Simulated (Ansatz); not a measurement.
`[SiH3][NH][AlH][SeH]` and `[F][AlH][NH][SiH3]` differ in one atom or group.

Ansatz, PBE0-D4/def2-TZVP geometries, multiplicity 1. Each molecule was computed in one conformer, which needn't be the lowest.

Scalar relativity is left out up to krypton.

```csv
property,`[SiH3][NH][AlH][SeH]`
size of the dipole moment (PBE/def2-TZVPP) / D,1.49
size of the dipole moment (ωB97M-V/def2-TZVPP) / D,1.69
LUMO energy (PBE0/def2-TZVPP) / eV,-0.69
LUMO energy (ωB97M-V/def2-TZVPP) / eV,0.92
HOMO–LUMO gap (PBE/def2-TZVPP) / eV,4.64
HOMO–LUMO gap (PBE0/def2-TZVPP) / eV,6.52
```

Give the same properties after the change, and the shifts. (An estimate is asked.)

Ansatz gave: 
```json
{"property": "size of the dipole moment (PBE/def2-TZVPP) / D", "`[F][AlH][NH][SiH3]`": "0.98", "shift": "-0.51"}
{"property": "size of the dipole moment (ωB97M-V/def2-TZVPP) / D", "`[F][AlH][NH][SiH3]`": "0.96", "shift": "-0.73"}
{"property": "LUMO energy (PBE0/def2-TZVPP) / eV", "`[F][AlH][NH][SiH3]`": "-0.47", "shift": "0.22"}
{"property": "LUMO energy (ωB97M-V/def2-TZVPP) / eV", "`[F][AlH][NH][SiH3]`": "1.07", "shift": "0.15"}
{"property": "HOMO–LUMO gap (PBE/def2-TZVPP) / eV", "`[F][AlH][NH][SiH3]`": "5.38", "shift": "0.74"}
{"property": "HOMO–LUMO gap (PBE0/def2-TZVPP) / eV", "`[F][AlH][NH][SiH3]`": "7.47", "shift": "0.95"}
```

With PBE0 the HOMO falls by 0.73 eV and the LUMO rises by 0.22 eV, so the gap widens by about 0.95 eV. PBE moves the HOMO by -0.56 eV and ωB97M-V by -0.89 eV. Dipoles are sizes alone; their direction can turn.

Spin–orbit coupling is left out; it splits and shifts lone-pair levels of the heavy atoms by tenths of an eV.
